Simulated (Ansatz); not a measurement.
Isolated molecules relaxed with PBE0-D4/def2-TZVP in Ansatz; ΔE leaves out vibrations. CCSD(T)/CBS is the MP2 limit (def2-TZVPP, def2-QZVPP) plus CCSD(T) − MP2 in def2-TZVPP, frozen cores. This one scheme is used for every species, atoms too. Functionals use def2-TZVPP. Open shells (•) are unrestricted, without spin–orbit coupling. Spin–orbit coupling would lower the free atoms: a little for C, Cl, O, Si. One conformer a species, not always the lowest.

Consider the atomization: `CO[SiH2]Cl` → C• + Cl• + 5 H• + O• + Si•.

`CO[SiH2]Cl`:

Z-matrix (Å, degrees):
```
C
O 1 1.412
H 1 1.090 2 108.0
H 1 1.094 2 110.9 3 -119.3
H 1 1.096 2 111.5 3 119.3
Si 2 1.626 1 124.4 3 -170.8
Cl 6 2.057 2 111.0 1 -62.5
H 6 1.474 2 106.8 1 179.2
H 6 1.483 2 111.2 1 55.3
```

```csv
level,ΔE (eV)
PBE-QIDH,32.81
PBE0,32.73
```

Task: What does CCSD(T)/CBS give? (Estimate.)

Result: Computed: +33.19 eV. The listed levels differ from it by -0.38, -0.46 eV.

Largest T1 diagnostic among the species: 0.012.

From BLYP to BHLYP (50 % exact exchange), in def2-TZVPP and without D4, ΔE moves by −0.43 eV: exact exchange takes away binding that semilocal exchange gives to molecules. In def2-TZVPP, CCSD(T) changes the Hartree–Fock value by +7.67 eV (the triples alone add +0.42 eV) and MP2 by +8.18 eV; breaking electron pairs costs correlation energy, which Hartree–Fock lacks.

For atomizations the MP2-based limit and the directly extrapolated one differ by several kJ/mol either way, and by 10 to 25 for some Ge, Se and Sn compounds, so smaller differences from it don't rank the levels.
